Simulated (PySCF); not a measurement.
C2H5FSi2, SMILES [Si@H](F)([SiH3])C#C. Coordinates come from a B3LYP-D3(BJ)/def2-SVP optimisation. The structure was generated by enumeration; whether it is a known compound was not checked.

Level of theory: B3LYP-D3(BJ)/def2-SVP run with PySCF.

Harmonic wavenumbers (cm⁻¹): 89, 99, 157, 164, 292, 354, 417, 514, 540, 645, 734, 764, 782, 823, 877, 901, 939, 943, 2147, 2212, 2223, 2229, 2240, 3454. Rotational constants (GHz): 3.749, 2.058, 1.460; symmetry number 1.

**Question.** Work out the zero-point energy and the ideal-gas rigid-rotor harmonic-oscillator thermochemistry at 298.15 K and 1 atm.

**Answer.** ZPE = ½ Σ hcν = ½ × 24538 cm⁻¹ = 146.77 kJ/mol. H − E(el) = 169.61 kJ/mol. Entropy in J/(mol K): translation 166.70, rotation 116.09, vibration 78.56, total 361.35. G − E(el) = 61.87 kJ/mol. Cp = 118.70 J/(mol K). Modes under 150 cm⁻¹ make the vibrational entropy uncertain.
